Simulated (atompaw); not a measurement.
What one change does to a pseudopotential (tantalum, PAW (atompaw))

atompaw 4.2.0.5 input, output lines left out:

```
Ta 73
GGA-PBE loggrid 2001 logderivrange -6 5 276
6 6 5 4 0 0
6 0 1.5
6 1 0
5 2 3.5
0 0 0
c
c
c
c
v
v
c
c
c
v
v
c
c
v
c
2
3.00 2.90 2.75 1.90
n
n
y
2.2
n
custom rrkj gramschmidtortho sinc
3 1 troulliermartins
1.50
3.00
1.75
3.00
3.00
3.00
```

All-electron outer shells of the reference configuration (PBE, non-relativistic, ld1.x):

```json
{"shell": "4d", "level (eV)": "-223.76", "outermost node (bohr)": "0.22", "outermost maximum (bohr)": "0.47"}
{"shell": "5s", "level (eV)": "-59.11", "outermost node (bohr)": "0.59", "outermost maximum (bohr)": "1.07"}
{"shell": "5p", "level (eV)": "-36.10", "outermost node (bohr)": "0.61", "outermost maximum (bohr)": "1.17"}
{"shell": "4f", "level (eV)": "-31.06", "outermost node (bohr)": "–", "outermost maximum (bohr)": "0.44"}
{"shell": "6s", "level (eV)": "-4.23", "outermost node (bohr)": "1.45", "outermost maximum (bohr)": "3.11"}
{"shell": "5d", "level (eV)": "-3.94", "outermost node (bohr)": "0.65", "outermost maximum (bohr)": "1.56"}
{"shell": "6p", "level (eV)": "-1.31", "outermost node (bohr)": "1.66", "outermost maximum (bohr)": "4.15"}
```

Change: wave 5p (bound): rc 1.75 bohr becomes 5p (bound): rc 2.30 bohr.

Cutoffs: the cutoffs (Ry, on a coarse ladder) from which the occupation-weighted sum of valence levels, in a spherical-Bessel basis at the reference potential, stays within 10 and 1 mRy of its value at 400 Ry; they do not see the model core or the augmentation charge, which bear on the density cutoff.

Problem. What does the change do?

Solution. The potential gets softer (25 Ry and 45 Ry → 21 Ry and 30 Ry); both files keep a bound ghost (s); the range in which the p phases agree widens (upper end 0.6 → 3.2).

| quantity | base | changed |
| --- | --- | --- |
| cutoff, loose | 25 Ry | 21 Ry |
| cutoff, tight | 45 Ry | 30 Ry |
| loose cutoff by channel (10 mRy a level) | s 18 Ry, p 21 Ry, d 10 Ry | s 18 Ry, p 15 Ry, d 10 Ry |
| bound ghosts | s | s |
| s: phases at 3.02 bohr within 0.05 rad from the reference energy up to (Ry; the scan ends near 5) | n/a | n/a |
| p: phases at 3.02 bohr within 0.05 rad from the reference energy up to (Ry; the scan ends near 5) | 0.6 | 3.2 |
| d: phases at 3.02 bohr within 0.05 rad from the reference energy up to (Ry; the scan ends near 5) | to the end of the scan | to the end of the scan |
| lowest overlap eigenvalue by channel | s 0.32, p 0.45, d 0.80 | s 0.32, p 0.61, d 0.80 |

 A true bound ghost makes a file unfit for plane-wave use even where its test errors are small: the radial tests pick states by their node count and pass the ghost by. The cutoffs see the waves, projectors and local potential, not the compensation charge or the core.
